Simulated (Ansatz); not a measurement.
Isolated molecules relaxed with PBE0-D4/def2-TZVP in Ansatz; ΔE leaves out vibrations. CCSD(T)/CBS is the MP2 limit (def2-TZVPP, def2-QZVPP) plus CCSD(T) − MP2 in def2-TZVPP, frozen cores. DFT in def2-TZVPP. B3LYP here is the variant with VWN-RPA as its local correlation; programs differ in this. HSE06 is defined as in plane-wave codes. For Ge outer-core shells are correlated without core-valence functions, which leaves a few kJ/mol of doubt a bond. Scalar relativity is left out up to krypton. Each species was taken in one conformer, which may not be the lowest.

Consider the redistribution: `FB(F)[Si](F)(F)F` + `[SiH3][NH][GeH3]` → `FB(F)N[SiH3]` + `F[Si](F)(F)[GeH3]`.

| level | ΔE (kcal/mol) | difference from CCSD(T)/CBS |
| --- | --- | --- |
| LDA (SPW92) | -38.3 | -3.5 |
| BLYP-D4 | -34.6 | 0.2 |
| B97M-V | -35.8 | -1.0 |
| B3LYP-D4 | -35.6 | -0.8 |
| r2SCAN0-D4 | -37.3 | -2.5 |
| CAM-B3LYP-D4 | -35.7 | -0.9 |
| PBE | -35.9 | -1.1 |
| PBE0 | -36.6 | -1.8 |
| HSE06 | -36.5 | -1.7 |
| BHLYP | -36.5 | -1.7 |
| CAM-B3LYP | -35.9 | -1.1 |
| CCSD/def2-SVP | -37.0 | -2.2 |
| SCS-MP2/def2-TZVPP | -32.9 | 1.9 |
| CCSD(T)/def2-TZVPP | -34.0 | 0.8 |
| MP2/def2-QZVPP | -34.3 | 0.5 |
| CCSD/CBS(def2) | -35.2 | -0.4 |
| CCSD(T)/CBS | -34.8 | 0 |

Largest T1 diagnostic among the species: 0.013.

From BLYP to BHLYP (50 % exact exchange), in def2-TZVPP and without D4, ΔE moves by −1.3 kcal/mol. Leaving LDA and LC-ωPBE aside and taking each functional with its dispersion term where it has one, the values, not all of them listed here, spread over 2.9 kcal/mol, from r2SCAN0-D4 to revPBE-D4. LDA lies −2.4 kcal/mol from PBE without D4. In def2-TZVPP, CCSD(T) changes the Hartree–Fock value by +0.9 kcal/mol (the triples alone add +0.4 kcal/mol) and MP2 by +1.1 kcal/mol.
